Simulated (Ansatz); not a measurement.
Reaction (homolysis of the O–Si bond): `O[SiH2][CH2][GeH3]` → `[OH]`• + `[SiH2][CH2][GeH3]`•

Isolated molecules relaxed with PBE0-D4/def2-TZVP in Ansatz; ΔE leaves out vibrations. CCSD(T)/CBS is the MP2 limit (def2-TZVPP, def2-QZVPP) plus CCSD(T) − MP2 in def2-TZVPP, frozen cores. This one scheme is used for every species. Functionals use def2-TZVPP. Open shells (•) are unrestricted, without spin–orbit coupling. For Ge outer-core shells are correlated without core-valence functions, which leaves a few kJ/mol of doubt a bond. Scalar relativity is left out up to krypton. One conformer a species, not always the lowest.

```
         level  ΔE (kJ/mol)
           PBE        520.6
 HF/def2-TZVPP        402.7
MP2/def2-TZVPP        562.0
 HF/def2-QZVPP        404.1
```

Q: What does CCSD(T)/CBS give? (Estimate.)

A: Computed: +547.1 kJ/mol. The listed levels differ from it by -26.5, -144.4, 14.9, -143.0 kJ/mol.

Largest T1 diagnostic among the species: 0.013.

The D4 term adds +4.6 kJ/mol with B3LYP and +2.6 kJ/mol with PBE0; it sums over pairs of atoms, weighted by their polarisabilities, and B3LYP, whose exchange is more repulsive, gets the larger term. In def2-TZVPP, CCSD(T) changes the Hartree–Fock value by +127.6 kJ/mol (the triples alone add +8.9 kJ/mol) and MP2 by +159.4 kJ/mol; breaking electron pairs costs correlation energy, which Hartree–Fock lacks.

B3LYP here is the variant with VWN-RPA as its local correlation; programs differ in this.

CCSD(T)/CBS has its own doubt, a few kJ/mol and more with outer-core shells, so smaller differences from it don't rank the levels.
